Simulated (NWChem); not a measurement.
System: borohydride (BH4 anion); SMILES [BH4-]

Computed with NWChem. Pople sets run with spherical d functions. Sets without diffuse functions describe the anion's extra electron poorly. The geometry was optimised at B3LYP/def2-SVPD. The highest occupied level is positive in some or all of these runs, so the extra electron may be held by the finite basis. Total energies compare along this basis series because the functional is fixed.

| level | basis functions | energy (Ha) | highest occupied level (eV) | orbital gap (eV) |
|---|---|---|---|---|
| CAM-B3LYP/STO-3G | 9 | -26.7983 | 0.20 | 23.48 |
| CAM-B3LYP/3-21G | 17 | -27.0617 | -2.55 | 15.44 |
| CAM-B3LYP/6-31G* | 22 | -27.2119 | -2.57 | 15.23 |
| CAM-B3LYP/6-31+G* | 26 | -27.2299 | -3.35 | 9.13 |
| CAM-B3LYP/6-311G** | 42 | -27.2377 | -3.26 | 12.01 |
| CAM-B3LYP/6-311++G** | 50 | -27.2400 | -3.43 | 8.64 |
| CAM-B3LYP/def2-TZVPD | 73 | -27.2425 | -3.39 | 7.84 |
| CAM-B3LYP/def2-QZVP | 177 | -27.2462 | -3.41 | 10.33 |
